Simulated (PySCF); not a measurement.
[Ce(CH3)2]+: from a saddle point downhill

PySCF 2.14.0, RKS PBE0, Ce lcecp-1-SVP with ECP47, C def2-SVP, H def2-SVP; non-relativistic Hamiltonian with scalar-relativistic core potentials where named; density fitting; no spin-orbit coupling. Relaxed within the symmetry of its start, the geometry (C2v) is

```xyz
9

Ce    0.0000    0.0000   -0.2807
C     1.7984    0.0000    1.2492
H     2.8001    0.0000    0.7791
H     1.7417    0.8855    1.9133
H     1.7417   -0.8855    1.9133
C    -1.7984    0.0000    1.2492
H    -2.8001    0.0000    0.7791
H    -1.7417   -0.8855    1.9133
H    -1.7417    0.8855    1.9133
```

and its lowest harmonic modes are -74, -43, 97, 298, 319, 372 cm⁻¹ (negative: unstable). It was moved along the lowest mode and relaxed again, within the group C2 that the move left.

(1) Where does it end, and how much lower?

(2) How do the contacts change?

(3) Is the end a minimum?

An lcecp potential fixes the number of 4f electrons, so in runs with it no electron can move into or out of that shell.

State: singlet in the valence, with the 4f electrons in the core potential.

## Answers

(1) In C2, 0.013 eV lower, after 31 steps:
```xyz
9

Ce    0.0000    0.0000   -0.1856
C     1.8579   -0.1422    1.2627
H     2.6507    0.5887    1.0061
H     1.5719    0.0363    2.3163
H     2.3277   -1.1460    1.2223
C    -1.8579    0.1422    1.2627
H    -2.6507   -0.5887    1.0061
H    -1.5719   -0.0363    2.3163
H    -2.3277    1.1460    1.2223
```

(2) 
| contact | saddle (Å) | end (Å) |
| --- | --- | --- |
| Ce1–C2 (CH3) | 2.361 | 2.360 |
| Ce1–C6 (CH3) | 2.361 | 2.360 |


(3) Yes; lowest modes 48, 60, 116, 298, 316, 352 cm⁻¹.
